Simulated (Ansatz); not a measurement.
An input meant for Ge3F6⁺ (charge 1, quartet).

```yaml
crystal:
  periodic: [false, false, false]
  atoms:
    - {symbol: Ge, position_ang: [-1.039765, -1.005037, 0.814356]}
    - {symbol: Ge, position_ang: [-0.088458, 0.821835, -0.689187]}
    - {symbol: Ge, position_ang: [1.221611, -0.219159, 0.432641]}
    - {symbol: F, position_ang: [0.590911, 0.697597, 0.506871]}
    - {symbol: F, position_ang: [0.334654, -1.020746, 0.523534]}
    - {symbol: F, position_ang: [-0.779133, -0.006254, -0.303160]}
    - {symbol: F, position_ang: [-0.343666, 0.642597, -1.686227]}
    - {symbol: F, position_ang: [-0.744733, -0.094098, 1.594073]}
    - {symbol: F, position_ang: [0.771821, -0.033478, -0.884248]}
basis:
  gaussian: {orbitals: def2-mTZVP}
total_charge: 1
magnetization: {spin_polarized: true, initial_magnetization: 3}
hamiltonian: {xc: {name: revPBE0}, dispersion: d4, pseudopotentials: {relativity: scalar}}
accuracy: high
scf: {omitted_lower_state_checks: [starts]}
```

```sh
$ ansatz run in.yaml --threads 4 --pin off --events-out ev --progress --plain --max-ram 6963MiB
```

It prints (some lines left out):

```
Functional definition: revPBE0
4304 factors; integrals over basis functions are off by at most 4.6e-9 eV
mean field evaluation 1: about -187067.6719 eV, gradient 1.0e2 eV
mean field evaluation 2: about -187046.3812 eV, gradient 1.3e2 eV
mean field evaluation 4: about -187085.5427 eV, gradient 2.9e1 eV
mean field evaluation 8: about -187091.5596 eV, gradient 1.9e0 eV
mean field evaluation 16: about -187092.5951 eV, gradient 1.1e-1 eV
mean field -187092.59573810 eV, -6875.5260774588 hartree, gradient 1.5e-8 eV, S^2 3.753590; 0 other end points of the search recorded, 0 dependent functions left out
reference -187092.59574108 eV, -6875.5260775685 hartree; 76, 73 occupied and 146, 149 virtual orbitals, 4304 factors
Total energy: -187093.53158158 eV, -6875.5604690726 hartree
Relativity: scalar
Checks for a lower state left out: starts
```

In this input the geometry is squeezed to about two thirds of its size. The run converged. The result belongs to that input, not to the species as meant.
